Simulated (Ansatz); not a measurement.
Ideal-gas functions of `[OH][Ti]([F])([SH])[Cl]` at 600 K and 1 bar, from an Ansatz frequency run at PBE0-D4/def2-TZVP.

Molar mass 152.4 g/mol, point group C1 (symmetry number 1), electronic degeneracy 1, moments of inertia 209.881, 310.86, 361.818 u Å². Harmonic wavenumbers (cm⁻¹, unscaled): 102, 116, 125, 161, 175, 193, 227, 325, 422, 486, 540, 766, 834, 2700, 3938.

Use S(trans) = R[1.5 ln M + 2.5 ln T − 1.1517]; rotational temperatures θ = 24.2544 K / I; S(rot) = R[ln(√π/σ · √(T³/θAθBθC)) + 1.5]; for each mode x = 1.438777 ν̃/T, S = R[x/(eˣ − 1) − ln(1 − e⁻ˣ)] and H = RT x/(eˣ − 1); 1 cm⁻¹ = 0.0119627 kJ/mol; R = 8.31446 J/(mol·K).

Problem. By hand: the entropy, in J/(mol·K).

Solution. Translation 186.1. Rotation: θ = 0.1156, 0.078, 0.067 K, giving 127.8. Vibration, mode by mode: 20.04, 18.98, 18.36, 16.28, 15.60, 14.79, 13.47, 10.59, 8.56, 7.50, 6.72, 4.34, 3.81, 0.10, 0.01, in all 159.2. Electronic 0.0. Sum 473.1 J/(mol·K).

Problem. By hand: H − E and G − E in kJ/mol, counted from the electronic energy.

Solution. Zero-point energy ½ × 11110 × 0.0119627 = 66.5; thermal vibration 43.4; translation, rotation and pV give 4 RT = 20.0. H − E = 129.9 kJ/mol, and G − E = 129.9 − 600 × 473.1/1000 = -154.0 kJ/mol.

Vibration gives 34 % of the entropy, 57.4 J/(mol·K) of it from the modes under 150 cm⁻¹: soft modes count most, and the harmonic formula is weakest for them. The sum counts one conformer and one mirror image; others add a mixing term.
